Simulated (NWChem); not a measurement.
System: SnH2OCl2; SMILES [OH][SnH]([Cl])[Cl]

```xyz
6

Sn    -0.3142     0.2946     0.0000
O     -1.9129    -0.8439     0.0000
Cl     0.9860    -0.2385     1.8685
Cl     0.9860    -0.2385    -1.8685
H     -0.8048     1.9164     0.0000
H     -1.7045    -1.7866     0.0000
```
Atoms are numbered in this order, from 1.

Program: NWChem. Coordinates come from a PBE0/def2-SVP optimisation. def2 effective core potentials on Sn; no spin-orbit coupling. Vertical excitations in the gas phase; the lowest state need not have the same character in each row.

Among these, which level gives the lowest value of “lowest excitation, singlet (eV)”?
(A) PBE/def2-SVP, TDA
(B) B3LYP/def2-SVP, TDA
(C) Hartree-Fock/def2-SVP, CIS

A, PBE/def2-SVP, TDA. Values: PBE/def2-SVP, TDA 4.72; B3LYP/def2-SVP, TDA 5.35; Hartree-Fock/def2-SVP, CIS 7.64
